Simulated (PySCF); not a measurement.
Molecule: SMILES CC(=O)[C@@H]1C[C@@H]2C[C@@H]21, C7H10O.

Bonds (- single, = double, # triple, : aromatic): C1-C2, C2=O3, C2-C4, C4-C5, C5-C6, C6-C7, C7-C8, C8-C4, C8-C6. C1 carries H9, H10, H11; C4 carries H12; C5 carries H13, H14; C6 carries H15; C7 carries H16, H17; C8 carries H18. Stereochemistry as in CC(=O)[C@@H]1C[C@@H]2C[C@@H]21. H13 is cis to C2 on the ring; H16 is cis to C4 on the ring; H14 is trans to C2 on the ring; H17 is trans to C4 on the ring.

Frames of a GFN2-xTB Langevin trajectory at 600 K; GIAO PBE0/pcSseg-1 shieldings in PySCF 2.14, gas phase, non-relativistic; equivalent atoms averaged within each frame.

Shifts are taken against calculated references (same method and geometry level): TMS for $^{13}$C (σref 186.93), $^{1}$H (σref 31.72); $^{17}$O (σref 336.08) vs H2O. The references are static minima.

How do the shifts (ppm) fluctuate along the trajectory?

Answers


```csv
time (fs),C2,C4,C1,C8,C5,C7,C6,O3,H18,H13
250,221.0,39.9,33.4,32.2,28.8,15.8,10.4,705.7,3.75,3.32
425,218.6,48.5,25.0,20.0,29.2,15.3,18.0,730.8,2.49,4.11
625,209.5,59.5,17.6,13.2,17.4,14.7,4.1,654.2,2.71,1.83
800,225.7,50.7,25.8,34.9,28.6,9.4,24.0,715.3,3.27,1.94
1000,221.8,54.3,28.6,30.0,26.5,22.5,23.8,688.1,2.82,2.94
mean of frames,219.3,50.6,26.1,26.1,26.1,15.6,16.0,698.8,3.01,2.83
standard deviation,6.1,7.3,5.8,9.2,5.0,4.7,8.7,29.4,0.50,0.96
```

5 frames give an uncertainty of the mean of about the standard deviation over 2.2 at best, since frames this close in time may not be independent; classical motion lacks zero-point vibration, and the reference would need the same averaging.
